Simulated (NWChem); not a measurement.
Species: SiI$_{2}$ClF; SMILES I[Si](F)(Cl)I

```xyz
5

F      1.0790     1.9323     0.0000
Si     0.7063     0.3489     0.0000
Cl     2.4776    -0.6967     0.0000
I     -0.5704    -0.1262     2.0223
I     -0.5704    -0.1262    -2.0223
```
Atoms are numbered in this order, from 1.

Level: PBE-D3(BJ)/def2-SVP with def2 effective core potentials on I (NWChem), optimised geometry, unscaled harmonic frequencies. def2 effective core potentials on I; no spin-orbit coupling.

```
frequency (cm⁻¹)  IR intensity (km/mol)
----------------  ---------------------
79                                  0.0
113                                 0.2
157                                 0.5
186                                 4.9
202                                 2.7
301                                13.6
445                               219.2
576                               169.2
888                               100.7
```

- zero-point energy: 4.2 kcal/mol
- thermal correction to the enthalpy at 298.15 K (with zero-point energy): 9.2 kcal/mol
- heat capacity Cv: 20.1 cal/(mol K)
- entropy at 298.15 K and 1 atm (symmetry number 1): 92.0 cal/(mol K)

Rigid rotor and harmonic oscillator; modes under 100 cm⁻¹ make the entropy uncertain.
